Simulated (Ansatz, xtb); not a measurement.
Relaxing a trial structure of ClGeHO

The starting geometry of this gas-phase singlet has its atoms placed at random.

| atom | x (Å) | y (Å) | z (Å) |
| --- | --- | --- | --- |
| Cl | -1.8051 | 0.0362 | -0.3942 |
| Ge | 0.0586 | -0.6965 | 0.9930 |
| O | 1.1213 | 0.9342 | 0.2272 |
| H | 0.7690 | 0.3901 | 1.2337 |

Q: One run relaxed it with r2SCAN-D4/def2-SVP. What is a likely outcome?

A: It ends as `[OH][Ge][Cl]`. Distances that change by over a tenth: Ge2–O3 (2.09 → 1.79 Å), O3–H4 (1.20 → 0.97 Å). Contacts that open: Ge2–H4 (1.32 → 2.33 Å).

The energy falls by 5.01 eV over 10 steps:

```tsv
step	E − E(last) (eV)
1	5.011
2	2.612
3	1.153
4	0.474
5	0.418
6	0.046
7	0.019
8	0.001
9	0.000
10	0.000
```

Final geometry (Å):

```xyz
4

Cl   -1.8623   -0.0808   -0.5589
Ge   -0.2262   -0.7480    0.7460
O     0.7102    0.7732    0.6728
H     1.5222    0.7197    1.1998
```

From the same start GFN2-xTB reaches the same bonding as this run.

From so rough a start the end depends on the optimiser's path, so another program may land elsewhere. No frequencies were run, so the end isn't proven a minimum. Run with Ansatz 0.2.0, 22 s on 1 thread of Arm Neoverse V2, with other jobs on the host.
